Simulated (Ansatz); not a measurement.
Input for Ansatz (a program for electronic structure): R-CCSD(T)/def2-SVP on H5NOSn (SMILES [NH2][SnH2][OH]), a point of a torsion scan. Elements past Kr take the def2 small-core potentials; no spin–orbit coupling. The run froze 11 orbitals, filled d shells among them.

Ansatz 0.2 input:
```yaml
crystal:
  periodic: [false, false, false]
  atoms:
    - {symbol: N, position_ang: [1.41916325, -0.37706952, 0.18057233]}
    - {symbol: Sn, position_ang: [-0.30428134, 0.61754266, 0.08010280]}
    - {symbol: O, position_ang: [-1.50280878, -0.77360240, -0.57402355]}
    - {symbol: H, position_ang: [1.39335309, -1.23813768, -0.34993964]}
    - {symbol: H, position_ang: [2.25068224, 0.12642110, -0.09614143]}
    - {symbol: H, position_ang: [-0.39924059, 1.95271150, -0.96243142]}
    - {symbol: H, position_ang: [-0.76461866, 1.02582866, 1.62307219]}
    - {symbol: H, position_ang: [-2.24433412, -0.50048295, -1.10860729]}
basis:
  gaussian:
    orbitals: def2-SVP
magnetization: {spin_polarized: false}
correlation: {method: ccsd_t, electrons: outside_noble_gas}
scf: {lower_state_search: off}
```

The head of its log:

```
WARN ansatz: RAYON_NUM_THREADS=1 ignored (pool sized by the plan → 1); use --threads N
Functional definition: HF
these checks for a lower state are left out or cut short: stability, starts, cluster_reference, orbital_swaps, neighbouring_geometries, increment
integrals: 0.07 GiB planned
873 factors; integrals over basis functions are off by at most 9.6e-4 eV
mean field: 0.17 GiB planned
mean field evaluation 1: about -9395.9869 eV, gradient 4.5e1 eV
mean field evaluation 2: about -9396.0011 eV, gradient 4.5e1 eV
mean field evaluation 4: about -9400.1657 eV, gradient 2.5e0 eV
mean field evaluation 8: about -9400.1903 eV, gradient 2.7e-4 eV
mean field -9400.19027520 eV, -345.4506209359 hartree, gradient 1.5e-6 eV, S^2 0.000000; 0 other end points of the search recorded, 0 dependent functions left out
11 core orbitals not correlated
reference -9400.19027520 eV, -345.4506209359 hartree; 10, 10 occupied and 58, 58 virtual orbitals, 873 factors
```

Question: Give the final energy of this run.

Answer: -345.9465 hartree (reference determinant -345.4506, T1 diagnostic 0.012).
